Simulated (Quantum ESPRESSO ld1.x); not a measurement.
Results of a calculation; reference values are marked as such.
Excited configurations of He: one electron is placed in a higher orbital outside 1s1. The ground configuration is [He]. Code: ld1.x of Quantum ESPRESSO 7.5. Model: scalar-relativistic Kohn-Sham, relativistic LDA (MacDonald-Vosko exchange, VWN5 correlation), spin-unpolarised, spherical densities, point nucleus. Excitation = E - E(ground); binding = E(ion) - E, where the ion is the core of charge +1; n* = 1/sqrt(2 binding) in atomic units, and the quantum defect is n - n*.

| outer orbital | excitation (eV) | binding (eV) | quantum defect | eigenvalue (eV) | <r> (bohr) |
|---|---|---|---|---|---|
| 2s | 21.928 | 4.563 | 0.273 | -2.529 | 4.525 |
| 2p | 22.963 | 3.528 | 0.036 | -1.589 | 4.855 |
| 4p | 25.466 | 1.024 | 0.356 | -0.632 | 20.48 |
| 4d | 25.548 | 0.943 | 0.201 | -0.551 | 20.22 |
| 4f | 25.583 | 0.908 | 0.129 | -0.443 | 17.71 |
| 5s | 25.775 | 0.716 | 0.641 | -0.472 | 31.22 |
| 5f | 25.869 | 0.622 | 0.324 | -0.369 | 30.14 |
| 6s | 25.990 | 0.501 | 0.787 | -0.339 | 45.50 |
| 6f | 26.042 | 0.449 | 0.492 | -0.287 | 45.21 |
| 7p | 26.136 | 0.355 | 0.812 | -0.245 | 64.30 |
| 7d | 26.151 | 0.340 | 0.672 | -0.232 | 65.33 |
| 7f | 26.153 | 0.338 | 0.654 | -0.226 | 62.94 |

The Delta-SCF ionisation energy is 26.491 eV (NIST Atomic Spectra Database: 24.587 eV, measured). Self-interaction in the functional shifts the binding energies and quantum defects, so they are the method's values and not measured ones. Spin polarisation and multiplet splitting are left out, so open shells lie too high by an amount that depends on their filling.

Beside tabulated values, note that spin-unpolarised runs miss the spin-polarisation part of the exchange energy of open shells.
